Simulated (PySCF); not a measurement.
Distances in Å between the heavy atoms of a computed structure (PBE0-D3(BJ)/def2-SVP; lower triangle, same order across):
```
F1    0.00
C2    1.37  0.00
Si3   2.68  1.87  0.00
F4    3.26  2.88  1.60  0.00
F5    3.30  2.88  1.60  2.58  0.00
F6    4.00  2.81  1.60  2.59  2.59  0.00
```

Hydrogens: 2 on C2.

Neutral, closed shell.

**Question.** Read off the bonds between heavy atoms and their formal orders.

**Answer.** F1–C2 (single); C2–Si3 (single); Si3–F4 (single); Si3–F5 (single); Si3–F6 (single).

**Question.** Which species is it?

**Answer.** `FC[Si](F)(F)F`, CH2F4Si. Among its features: C–F bond and C–Si bond.

**Question.** Describe the place of each heavy atom.

**Answer.** F1: alkyl fluorine; C2: sp3 C–F carbon; Si3: fluorine-bound silicon; F4/F5/F6: silicon-bound fluorine.

Shape of the structure used: `[F:1][CH2:2][Si:3]([F:4])([F:5])[F:6]`: F1–C2–Si3–F4 -59°.
